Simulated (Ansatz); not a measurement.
Cu₂, charge +1, quartet, geometry from GFN2-xTB of the parent state (such geometries of metal compounds can be far from the true shape) (a state made from the parent by changing its charge; the spin is typed, not shown lowest); CAM-B3LYP/6-31G (Ansatz, a program for electronic structure).

Ansatz was given this input:
Ansatz 0.2 input:
```yaml
crystal:
  periodic: [false, false, false]
  atoms:
    - {symbol: Cu, position_ang: [-0.00000000, -0.00000000, -1.11239335]}
    - {symbol: Cu, position_ang: [0.00000000, 0.00000000, 1.11239335]}
basis:
  gaussian:
    orbitals: 6-31G
hamiltonian:
  xc: cam_b3lyp
total_charge: 1
magnetization: {spin_polarized: true, initial_magnetization: 3}
```

Question: Predict the main parts of the log of this Ansatz run.

Answer: 
```
Functional definition: CAM-B3LYP
571 factors; integrals over basis functions are off by at most 7.9e-4 eV
109 factors; integrals over basis functions are off by at most 1.0e-3 eV
mean field evaluation 1: about -89246.9656 eV, gradient 7.7e1 eV
mean field evaluation 2: about -89223.0211 eV, gradient 1.4e2 eV
mean field evaluation 4: about -89258.8220 eV, gradient 2.6e0 eV
mean field evaluation 8: about -89258.9464 eV, gradient 6.8e-2 eV
mean field evaluation 16: about -89258.9469 eV, gradient 5.1e-3 eV
mean field evaluation 32: about -89258.9469 eV, gradient 1.2e-6 eV
mean field -89258.94693223 eV, -3280.2057978723 hartree, gradient 1.0e-6 eV, S^2 3.764503; 2 other end points of the search recorded, 0 dependent functions left out
reference -89258.94702288 eV, -3280.2058012034 hartree; 30, 27 occupied and 28, 31 virtual orbitals, 571 factors
Total energy: -89258.94702288 eV, -3280.2058012034 hartree
```
